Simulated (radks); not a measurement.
The numbers below are computed, except where a source is named.
Ionisation of Pt+, [Xe] 4f14 5d9, to Pt2+, [Xe] 4f14 5d8, under several functionals. Scalar-relativistic Kohn-Sham, spin-unpolarised, spherical densities, point nucleus; a radial shooting solver on a logarithmic mesh with Libxc functionals.

functional                                      E(Pt+) (hartree)  Exc (hartree)  IE (eV)  -e(HOMO) (eV)  <r> HOMO (bohr)  IE error (eV)
LDA (Slater exchange, Perdew-Wang correlation)       -18402.8872      -343.7160   20.260         14.593            1.647         +1.700
revPBE                                               -18413.5643      -354.3801   19.880         14.217            1.644         +1.320
AM05                                                 -18403.3138      -344.1588   19.978         14.309            1.643         +1.418
exchange-only LDA                                    -18394.7913      -335.5285   18.838         13.243            1.661         +0.278
exchange-only B88                                    -18409.9726      -350.7086   18.903         13.304            1.660         +0.343
PBE                                                  -18413.1780      -353.9856   19.966         14.304            1.646         +1.406
HCTH/407                                             -18423.7774      -365.0229   20.279         14.565            1.631         +1.719
XLYP                                                 -18415.1943      -355.9660   19.906         14.258            1.654         +1.346
BP86                                                 -18415.3324      -356.1333   20.094         14.438            1.645         +1.534

NIST Atomic Spectra Database: 18.6 eV (measured). Closest: exchange-only LDA. The Delta-SCF values span 1.44 eV, the total energies 28.99 hartree. The highest occupied level is 5d. Spin polarisation and multiplet splitting are left out, so open shells lie too high by an amount that depends on their filling. Spin-orbit splitting is averaged out at the scalar-relativistic level.

Beside tabulated values, note that spin-unpolarised runs miss the spin-polarisation part of the exchange energy of open shells.
